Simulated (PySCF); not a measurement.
Species: C₈H₇FO₂.
SMILES: `c1c(ccc(c1)OC)C(F)=O`

Torsions of this conformer, `[CH3:1][O:2][c:3]1[cH:4][cH:5][c:6]([C:7](=[O:8])[F:9])[cH:10][cH:11]1`: C1–O2–C3–C4 180°, C5–C6–C7–O8 180°.

The closed-shell ground state was solved at several levels (PySCF, density fitting, gas phase, non-relativistic). Isolated species at its PBE0-D3(BJ)/def2-SVP geometry (one conformer only).

| level | basis functions | HOMO (eV) | LUMO (eV) | gap (eV) | dipole (D) |
| --- | --- | --- | --- | --- | --- |
| PBE0/pcSseg-1 | 222 | -7.13 | -1.58 | 5.55 | 5.16 |
| PBE0/def2-SVPD | 285 | -7.17 | -1.67 | 5.50 | 5.19 |
| B3LYP/pcJ-1 | 367 | -6.90 | -1.75 | 5.15 | 5.16 |

Q: Estimate the row for B3LYP/pcSseg-2, a basis of 494 functions; the other rows only guide the guess.

A: HOMO -6.93 eV, LUMO -1.81 eV, gap 5.12 eV, dipole 5.23 D.

Q: Over all these levels, which gives the widest orbital gap and which the narrowest?

A: PBE0/pcSseg-1 (global hybrid, 25 % exact exchange) has the widest, 5.55 eV, and B3LYP/pcSseg-2 (global hybrid, 20 % exact exchange) the narrowest, 5.12 eV. Functional and basis both differ between the two, so the spread mixes both effects.

Q: How far do the dipole and the HOMO energy spread over the levels?

A: The dipole runs from 5.16 to 5.23 D (mean 5.19 D) and the HOMO from -7.17 to -6.90 eV.
